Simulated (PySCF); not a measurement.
Ligand exchange on a metal centre used in film growth or etching (Cd OH-NH2). All species are isolated molecules in the gas phase. One relaxed conformer stands for each flexible species; it need not be the lowest.

The HOMO from two functionals at the same geometries (r2SCAN-D4/def2-SVP), both in PySCF: PBE-D3(BJ)/def2-TZVP and TPSSh-D3(BJ)/def2-TZVP. 

```tsv
species	TPSSh-D3(BJ)/def2-TZVP (eV)
0 of 2 OH replaced by NH2	-7.14
1 of 2 OH replaced by NH2 ([Cd(OH)(NH2)])	-6.35
2 of 2 OH replaced by NH2	-5.91
```

**Question.** What does PBE-D3(BJ)/def2-TZVP give for each?

**Answer.** 
- 0 of 2 OH replaced by NH2: -6.44
- 1 of 2 OH replaced by NH2 ([Cd(OH)(NH2)]): -5.81
- 2 of 2 OH replaced by NH2: -5.37
Over these rows, drawn at random from the members with no instability flagged (it was tested for open shells, ions and some series alone), PBE minus TPSSh-D3(BJ): mean +0.59 eV, from +0.53 eV to +0.70 eV.
